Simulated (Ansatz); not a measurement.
**A basis-limit estimate, worked out**

An elementary step of SiH₂OF₄, singlet (SiF₄ ([F][Si]([F])([F])[F]) + H₂O → SiHOF₃ ([OH][Si]([F])([F])[F]) + HF; bonds formed: Si1–O7, F2–H6; bonds broken: Si1–F2, H6–O7). “Start” is the structure reached by relaxing down from the saddle towards the reactants; PBE0-D4/def2-TZVP structures. The saddle:

```
8
angstrom
Si -0.4882 -0.1627 -0.3271
F 0.4567 -1.3216 0.8192
F 0.0150 -1.0418 -1.5354
F -1.8246 -0.5820 0.3855
F -0.9869 1.1187 -1.1475
H 0.9939 -0.2671 0.9879
O 0.6585 0.7748 0.6062
H 1.1756 1.4817 0.2111
```

Ansatz 0.2.0; basis: def2-TZVPP and def2-QZVPP; cores frozen in the correlated methods.

Energies in eV:

| quantity | saddle | start |
| --- | --- | --- |
| Hartree–Fock, triple zeta (X = 3) | -20767.15512 | -20768.98205 |
| Hartree–Fock, quadruple zeta (X = 4) | -20768.03980 | -20769.89186 |
| MP2 correlation, X = 3 | -37.73560 | -37.17530 |
| MP2 correlation, X = 4 | -41.26517 | -40.68974 |
| CCSD(T) correlation, X = 3 | -38.91548 | -38.39659 |

Task: Work out the barrier at the basis limit: extrapolate Hartree–Fock as E(X) = E∞ + A exp(−7.88 √X) and the MP2 correlation as E(X) = E∞ + B X^−2.97 (the exponents that Neese and Valeev fitted for def2-TZVPP and QZVPP), then add CCSD(T) − MP2 in triple zeta.

Result: Each step is linear, so take the differences first (saddle − start): Hartree–Fock 1.82693 (X = 3) and 1.85206 (X = 4); MP2 correlation -0.56030 and -0.57543; CCSD(T) correlation -0.51889.
Two points give E∞ = E(4) + w [E(4) − E(3)], with w = 1/(exp(7.88 (2 − √3)) − 1) = 0.1377 for Hartree–Fock and w = 1/((4/3)^2.97 − 1) = 0.7407 for the correlation.
Hartree–Fock: 1.85206 + 0.1377 × 0.02513 = 1.8555 eV.
MP2 correlation: -0.57543 + 0.7407 × (-0.01513) = -0.5866 eV.
CCSD(T) − MP2: -0.51889 − (-0.56030) = 0.0414 eV.
Sum: 1.8555 + (-0.5866) + 0.0414 = 1.3103 eV, or 30.22 kcal/mol. Plain CCSD(T) in triple zeta gives 1.3080 eV, so the larger basis shifts the result by 0.0023 eV.

T1 diagnostic: at most 0.012.

The step is the kind of ligand exchange by which a precursor binds to a hydroxyl group, or is hydrolysed, in atomic layer deposition of oxides.

Labels in which every atom is bracketed show which atoms are joined, not bond orders.

For scale, one of the runs: CCSD(T)/def2-TZVPP, 225 basis functions, launched by `ansatz run in.yaml --threads 8 --pin off --events-out ev --progress --plain --max-ram 19148MiB`. Hardware: 8 CPU threads of an Arm Neoverse V1, shared host. Wall time 100 s; peak host memory 4.2 GiB.
